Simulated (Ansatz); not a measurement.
```yaml
crystal:
  periodic: [false, false, false]
  atoms:
    - {symbol: F, position_ang: [-0.952256, -1.491322, -1.558556]}
    - {symbol: B, position_ang: [0.052240, -1.117811, -0.745993]}
    - {symbol: Cl, position_ang: [1.501797, -2.168755, -0.674338]}
    - {symbol: S, position_ang: [-0.605487, -0.781161, 1.120203]}
    - {symbol: B, position_ang: [0.357433, 0.960828, 0.861702]}
    - {symbol: F, position_ang: [-0.438667, 2.006627, 1.146856]}
    - {symbol: Cl, position_ang: [1.948896, 0.876329, 1.680813]}
    - {symbol: S, position_ang: [-1.804406, -0.305238, 0.732469]}
    - {symbol: H, position_ang: [-1.804406, -0.305238, 0.732469]}
    - {symbol: H, position_ang: [-0.605116, 1.200778, -1.442429]}
basis:
  gaussian: {orbitals: cc-pVTZ}
total_charge: 1
magnetization: {spin_polarized: true, initial_magnetization: 1}
hamiltonian: {xc: {name: wPBEh}}
output: {forces: true}
```

```sh
$ ansatz run in.yaml --threads 4 --pin off --events-out ev --progress --plain --max-ram 11315MiB
```

Shortened log:

```
Error: two nuclei lie on one point
```

In this input one atom was put on top of another. The program refused the input.
